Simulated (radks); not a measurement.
The numbers below are computed, except where a source is named.
Charge is removed step by step from the 5p down level of Ce3+, starting from [Kr] 4d10 4f1 5s2 5p(up 3, down 3). Level of theory: scalar-relativistic Kohn-Sham, PBE, spin-polarised, spherical densities, point nucleus; open shells are filled with parallel spins first (spin-orbit coupling, left out, can overturn this in heavy ions) (a radial shooting solver on a logarithmic mesh with Libxc functionals).

removed (e)  E - E(0) (eV)  eigenvalue (eV)  E minus straight line (eV)
0                    0.000          -45.722                       0.000
0.125                5.805          -47.195                      -0.651
0.25                11.794          -48.674                      -1.118
0.375               17.969          -50.161                      -1.400
0.5                 24.330          -51.653                      -1.495
0.625               30.878          -53.152                      -1.404
0.75                37.613          -54.657                      -1.124
0.875               44.537          -56.168                      -0.657
1                   51.650          -57.683                       0.000

Removing the whole electron costs 51.650 eV by Delta-SCF, against 45.722 eV from minus the eigenvalue at the starting occupation. Slater's transition state (half an electron removed) gives 51.653 eV. Integrating minus the eigenvalue over the occupation (Janak's theorem) gives 51.670 eV. In this scalar-relativistic scheme the density is built from large components alone, so the theorem holds only approximately. The mean slope of the eigenvalue, de/dn, is 12.0 eV per electron.
